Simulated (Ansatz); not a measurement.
This geometry of C2H7FN2Te (13 atoms, charge 0, multiplicity 1) is a first-order saddle point.

Level of theory: Ansatz 0.2.0, RKS B3LYP/def2-SVP.

```xyz
13
Properties=species:S:1:pos:R:3
C -0.993 -1.794 1.167
Te 0.974 -0.879 1.301
C 0.374 0.695 -0.229
N 0.147 0.197 -1.519
N 1.393 1.668 -0.189
F -0.873 1.169 0.201
H -1.212 -1.947 0.101
H -0.963 -2.759 1.689
H -1.736 -1.130 1.623
H 0.937 -0.020 -2.110
H -0.772 0.300 -1.923
H 1.200 2.429 -0.844
H 1.545 2.038 0.748
```

**Question.** Which two structures does it join? (They come from a converged band through this point; their orientation in space is the band's.)

**Answer.** No bond is made or broken. The height of N4 over the plane of its neighbours goes from 0.35 to -0.35 Å.

Image 0:

```xyz
13
Properties=species:S:1:pos:R:3
C -1.024 -1.811 1.190
Te 1.009 -1.089 0.881
C 0.363 0.734 -0.326
N 0.153 0.556 -1.716
N 1.373 1.690 -0.120
F -0.881 1.093 0.207
H -1.395 -2.328 0.296
H -1.004 -2.505 2.041
H -1.646 -0.939 1.424
H 0.993 0.201 -2.168
H -0.619 -0.081 -1.900
H 1.180 2.540 -0.655
H 1.516 1.904 0.863
```

Image 8:

```xyz
13
Properties=species:S:1:pos:R:3
C -0.993 -1.815 1.191
Te 0.981 -0.908 1.229
C 0.336 0.666 -0.214
N 0.049 0.087 -1.483
N 1.351 1.660 -0.225
F -0.883 1.182 0.236
H -1.281 -1.895 0.135
H -0.923 -2.811 1.648
H -1.698 -1.183 1.742
H 0.895 -0.262 -1.928
H -0.420 0.761 -2.092
H 1.143 2.388 -0.913
H 1.464 2.095 0.691
```

**Question.** How far does it lie above each of them?

**Answer.** 0.199 eV above the first and 0.073 eV above the second. This is the barrier of this one path; another mechanism may lie lower.

The run took 8 min on 2 threads of Arm Neoverse V1 (shared host), peak memory 0.43 GiB.
